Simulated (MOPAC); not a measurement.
MOPAC input (MNDO):

```
MNDO 1SCF UHF MS=0.5 GEO-OK AUX(PRECISION=9) THREADS=1
CCl

C    -0.00000000 1   -0.00000000 1   -1.22427249 1
Cl    0.00000000 1    0.00000000 1    0.43209617 1
```

From the last part of the output:

```
                                                       MOPAC v23.2.5 Linux

          FINAL HEAT OF FORMATION =        108.23892 KCAL/MOL =     452.87165 KJ/MOL

          COSMO AREA              =         72.44 SQUARE ANGSTROMS
          COSMO VOLUME            =         55.24 CUBIC ANGSTROMS

          IONIZATION POTENTIAL    =          9.666680 EV
          ALPHA SOMO LUMO (EV)    =         -9.667 -0.834
          BETA  SOMO LUMO (EV)    =        -12.017 -0.201
          NO. OF ALPHA ELECTRONS  =          6
          NO. OF BETA  ELECTRONS  =          5
          MOLECULAR WEIGHT        =         47.4640         POINT GROUP:  C*v

          MOLECULAR DIMENSIONS (Angstroms)

            Atom       Atom       Distance
           Cl     2    C     1     1.65637
           Cl     2    C     1     0.00000
            C     1   Cl     2     0.00000

          SCF CALCULATIONS        =          1

   ATOM   CHEMICAL          X               Y               Z
  NUMBER   SYMBOL      (ANGSTROMS)     (ANGSTROMS)     (ANGSTROMS)

     1       C         -0.00000000  *  -0.00000000  *  -1.22427249  *
     2      Cl          0.00000000  *   0.00000000  *   0.43209617  *

                             CARTESIAN COORDINATES

   1    C       -0.000000000    -0.000000000    -1.224272490
   2   Cl        0.000000000     0.000000000     0.432096170

           Empirical Formula: C Cl  =     2 atoms

      MOLECULAR POINT GROUP   :   C*v

          ALPHA EIGENVALUES
 -28.73613 -23.65520 -14.60318 -14.25778 -12.81226  -9.66668  -0.83396   1.07431

           BETA EIGENVALUES
 -28.00247 -22.71991 -14.24779 -14.08537 -12.01679  -0.20087   0.92896   1.67480

              NET ATOMIC CHARGES AND DIPOLE CONTRIBUTIONS

  ATOM NO.   TYPE          CHARGE      No. of ELECS.   s-Pop       p-Pop
    1          C           0.145530        3.8545     1.90890     1.94557
    2         Cl          -0.145530        7.1455     1.97797     5.16756
 DIPOLE           X         Y         Z       TOTAL
 POINT-CHG.     0.000     0.000    -1.158     1.158
 HYBRID         0.000    -0.000     1.070     1.070
 SUM            0.000    -0.000    -0.088     0.088

          ATOMIC ORBITAL ELECTRON POPULATIONS

     Atom    s        px        py        pz
    1  C   1.90890   1.04684   0.13443   0.76429
    2 Cl   1.97797   1.95316   1.86557   1.34884

                    (SZ)    =    0.500000
                    (S**2)  =    0.751735

          ATOMIC ORBITAL SPIN POPULATIONS

    Atom   Total    s     px     py     pz
         Atomic
    1  C  0.9809  0.013  0.953  0.012  0.003
    2 Cl  0.0191  0.001  0.047 -0.012 -0.016

 **********************
 *                    *
 * JOB ENDED NORMALLY *
 *                    *
 **********************

 == MOPAC DONE ==
```
